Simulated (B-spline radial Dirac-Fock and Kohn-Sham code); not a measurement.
Muonic X-ray lines of ¹⁹¹Pb

Nucleus: ¹⁹¹Pb, Fermi distribution (skin thickness 2.3 fm), rms radius 5.4229 fm (measured, Angeli and Marinova 2013).

These are calculated numbers from a radial atomic solver; the model is the Dirac equation of a negative muon with reduced mass in the field of a spherical finite nucleus, with the Uehling potential to all orders; nuclear polarisation, deformation, hyperfine structure, self-energy, higher-order vacuum polarisation, relativistic recoil and electron screening are left out.

```tsv
transition	energy (keV)	point nucleus, no QED (keV)
2p3/2 → 1s1/2	6037	16150
2p1/2 → 1s1/2	5849	15610
3p3/2 → 1s1/2	8580	18820
3d5/2 → 2p3/2	2507	2715
3d3/2 → 2p1/2	2653	3219
4f7/2 → 3d5/2	938.3	933.6
4f5/2 → 3d3/2	972.0	969.1
5g9/2 → 4f7/2	431.4	429.3
6h11/2 → 5g9/2	233.3	232.5
```

The 2p fine-structure splitting is 188.3 keV, and 2s lies 1210 keV above 2p1/2.
